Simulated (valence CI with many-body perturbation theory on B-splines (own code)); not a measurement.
Gd XLIII: calculated level list

Level of theory: configuration interaction combined with many-body perturbation theory (CI+MBPT): four valence electrons over a frozen Dirac-Fock core [Ar], radial functions for each j: 7 s, 7 p, 8 d, 6 f, 4 g, 1 h, with the one-electron correlation potential Σ1, the two-electron term Σ2, the three-electron term Σ3, Breit, model QED; selected CI, second order for the rest, scaled by the run's own slope (own B-spline code, finite nucleus).

The last digits are not significant, and no measured levels were compared; by estimate large intervals hold to a few tenths of a per cent, small ones and those within an open d or f shell to about a per cent. Only levels of the ground parity were solved; by the run's estimate the other parity begins above the list, which can be wrong where configurations are misplaced.

Levels 1 to 31 of 31, with energies above the lowest level, (3d3/2^4) J=0. "Leading %" is the weight of the configuration and term that name the level; weights of strongly mixed levels are sums over their largest components and can fall short, so below about 35 % the name and the second component can differ from the true leading terms, or belong to a minority configuration. In the jj column 3d3/2^4 stands for four electrons in 3d with j = 3/2. Lifetimes count E1, E2, E3, M1 and M2 decay at the calculated energies, and are blank where another channel may lead or the interval is too uncertain; long ones can be off by a factor of two.

| No. | Configuration | Term | J | E (cm⁻¹) | Leading % | Second component | Lifetime | g | Leading jj |
| --- | --- | --- | --- | --- | --- | --- | --- | --- | --- |
| 1 | 3d4 | 3P | 0 | 0 | 58 | 30 % 3d4 5D |  |  | 3d3/2^4 (98 %) |
| 2 | 3d4 | 5D | 1 | 233340 | 62 | 38 % 3d4 3P | 2.97 μs | 1.493 | 3d3/2^3 3d5/2 (98 %) |
| 3 | 3d4 | 3F | 4 | 315950 | 30 | 22 % 3d4 3H |  | 1.085 | 3d3/2^3 3d5/2 (97 %) |
| 4 | 3d4 | 5D | 2 | 321150 | 49 | 14 % 3d4 3F | 66.6 μs | 1.264 | 3d3/2^3 3d5/2 (85 %) |
| 5 | 3d4 | 3F | 3 | 347900 | 28 | 28 % 3d4 5D |  | 1.170 | 3d3/2^3 3d5/2 (88 %) |
| 6 | 3d4 | 5D | 0 | 526870 | 64 | 21 % 3d4 1S | 970 ns |  | 3d3/2^2 3d5/2^2 (96 %) |
| 7 | 3d4 | 5D | 2 | 542780 | 40 | 24 % 3d4 3F | 1.53 μs | 1.175 | 3d3/2^2 3d5/2^2 (88 %) |
| 8 | 3d4 | 3H | 4 | 545880 | 40 | 40 % 3d4 5D | 2.87 μs | 1.151 | 3d3/2^2 3d5/2^2 (95 %) |
| 9 | 3d4 | 5D | 3 | 560200 | 46 | 39 % 3d4 3G | 2.81 μs | 1.133 | 3d3/2^2 3d5/2^2 (87 %) |
| 10 | 3d4 | 3H | 5 | 588690 | 68 | 32 % 3d4 3G | 5.39 μs | 1.079 | 3d3/2^2 3d5/2^2 (100 %) |
| 11 | 3d4 | 3H | 6 | 608780 | 51 | 49 % 3d4 1I | 14.3 ms | 1.077 | 3d3/2^2 3d5/2^2 (99 %) |
| 12 | 3d4 | 3P | 1 | 612900 | 46 | 36 % 3d4 3D | 2.29 μs | 1.136 | 3d3/2^2 3d5/2^2 (93 %) |
| 13 | 3d4 | 3G | 4 | 642250 | 58 | 37 % 3d4 1G |  | 1.028 | 3d3/2^2 3d5/2^2 (97 %) |
| 14 | 3d4 | 3F | 3 | 644860 | 44 | 28 % 3d4 3D | 3.59 μs | 1.098 | 3d3/2^2 3d5/2^2 (94 %) |
| 15 | 3d4 | 3D | 2 | 653190 | 35 | 30 % 3d4 3F | 8.86 μs | 1.100 | 3d3/2^2 3d5/2^2 (95 %) |
| 16 | 3d4 | 3F | 2 | 734520 | 46 | 29 % 3d4 3P | 1.61 μs | 0.995 | 3d3/2^2 3d5/2^2 (92 %) |
| 17 | 3d4 | 3F | 4 | 763980 | 62 | 18 % 3d4 1G | 4.17 μs | 1.211 | 3d3/2^2 3d5/2^2 (83 %) |
| 18 | 3d4 | 3P | 2 | 843480 | 43 | 31 % 3d4 1D | 15.5 μs | 1.199 | 3d3/2^2 3d5/2^2 (87 %) |
| 19 | 3d4 | 1G | 4 | 853010 | 28 | 25 % 3d4 5D | 1.22 μs | 1.125 | 3d3/2 3d5/2^3 (81 %) |
| 20 | 3d4 | 3F | 3 | 855010 | 46 | 24 % 3d4 5D | 1.01 μs | 1.155 | 3d3/2 3d5/2^3 (95 %) |
| 21 | 3d4 | 3D | 1 | 888830 | 58 | 25 % 3d4 3P | 776 ns | 0.916 | 3d3/2 3d5/2^3 (95 %) |
| 22 | 3d4 | 3G | 5 | 891280 | 68 | 32 % 3d4 3H | 2.11 μs | 1.139 | 3d3/2 3d5/2^3 (100 %) |
| 23 | 3d4 | 1I | 6 | 898260 | 51 | 49 % 3d4 3H | 2.43 μs | 1.074 | 3d3/2 3d5/2^3 (99 %) |
| 24 | 3d4 | 3P | 0 | 908950 | 61 | 39 % 3d4 1S | 2.26 μs |  | 3d3/2 3d5/2^3 (52 %) |
| 25 | 3d4 | 3F | 2 | 949370 | 50 | 39 % 3d4 3P | 1.16 μs | 1.050 | 3d3/2 3d5/2^3 (88 %) |
| 26 | 3d4 | 1F | 3 | 962470 | 36 | 36 % 3d4 3D | 1.64 μs | 1.089 | 3d3/2 3d5/2^3 (97 %) |
| 27 | 3d4 | 1S | 0 | 1040200 | 73 | 23 % 3d4 3P | 2.79 μs |  | 3d3/2^2 3d5/2^2 (46 %) |
| 28 | 3d4 | 3F | 3 | 1058600 | 66 | 30 % 3d4 1F | 2.00 μs | 1.057 | 3d3/2 3d5/2^3 (100 %) |
| 29 | 3d4 | 3P | 1 | 1062700 | 92 | 7 % 3d4 3D | 1.28 μs | 1.426 | 3d3/2 3d5/2^3 (98 %) |
| 30 | 3d4 | 1G | 4 | 1067600 | 71 | 21 % 3d4 3F | 1.44 μs | 1.040 | 3d3/2 3d5/2^3 (94 %) |
| 31 | 3d4 | 1D | 2 | 1094800 | 66 | 24 % 3d4 3P | 1.72 μs | 1.102 | 3d3/2 3d5/2^3 (75 %) |

The ionisation energy to 3d3 4F_3/2 of the next ion comes out as 3312.3 eV (NIST: 3312 ± 4 eV (theoretical)). All 31 levels together are meant to be complete up to 1138800 cm⁻¹.
